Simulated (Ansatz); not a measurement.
Consider the cleavage of the Al–Si bond: `N[SiH]([AlH2])[SiH3]` + `CC(=N)O` → `C/C(O)=[N]\[AlH2]` + `N[SiH2][SiH3]`.

Program: Ansatz. Geometries: PBE0-D4/def2-TZVP. ΔE: electronic, gas phase. CBS: MP2 limit from def2 TZ/QZ plus the TZ coupled-cluster correction, frozen cores. This one scheme is used for every species. DFT in def2-TZVPP. One conformer a species, not always the lowest.

`N[SiH]([AlH2])[SiH3]`:

Z-matrix (Å, degrees):
```
Si
Al 1 2.468
Si 1 2.345 2 108.4
N 1 1.742 2 118.6 3 123.1
H 1 1.496 2 108.2 3 -114.7
H 2 1.593 1 120.9 3 63.5
H 2 1.594 1 121.1 3 -115.1
H 3 1.488 1 112.9 2 -171.0
H 3 1.489 1 109.4 2 -49.6
H 3 1.492 1 109.9 2 68.3
H 4 1.009 1 118.0 2 63.2
H 4 1.009 1 117.7 2 -71.6
```

`CC(=N)O`:

```xyz
9

C    -0.925    0.363   -0.314
C     0.420   -0.101    0.137
N     0.825   -1.276    0.364
O     1.266    0.933    0.302
H    -1.344    1.053    0.422
H    -0.833    0.910   -1.254
H    -1.605   -0.476   -0.449
H     0.092   -1.957    0.202
H     2.105    0.548    0.591
```

`C/C(O)=[N]\[AlH2]`:

```xyz
11

C     0.492    0.617    1.544
C    -0.427    0.040    0.515
O    -1.661   -0.148    1.040
N    -0.143   -0.245   -0.666
Al    0.450   -0.575   -2.268
H     0.555   -0.057    2.402
H     1.481    0.773    1.124
H     0.089    1.565    1.908
H    -2.206   -0.520    0.334
H     1.049   -2.009   -2.567
H     0.321    0.558   -3.365
```

`N[SiH2][SiH3]`:

Cartesian coordinates in Å:
```
N 1.048 -1.231 0.767
Si 0.173 -0.629 -0.591
Si -0.945 1.326 0.047
H 1.653 -0.613 1.283
H 1.433 -2.162 0.738
H -0.798 -1.682 -0.998
H 0.994 -0.319 -1.804
H 0.021 2.302 0.625
H -1.989 1.047 1.069
H -1.590 1.960 -1.136
```

```
             level  ΔE (eV)
           PBE0-D4    -0.87
            B2PLYP    -1.10
               PBE    -0.85
              PBE0    -0.88
     HF/def2-TZVPP    -1.15
CCSD(T)/def2-TZVPP    -1.00
SCS-MP2/def2-QZVPP    -1.11
      HF/CBS(def2)    -1.16
```

Q: What does CCSD(T)/CBS give? (An estimate is asked.)

A: The calculation gave: -0.99 eV. The listed levels differ from it by 0.12, -0.11, 0.14, 0.11, -0.16, -0.01, -0.12, -0.17 eV.

Largest T1 diagnostic among the species: 0.014.

In def2-TZVPP, CCSD(T) changes the Hartree–Fock value by +0.15 eV (the triples alone add +0.01 eV) and MP2 by +0.04 eV.
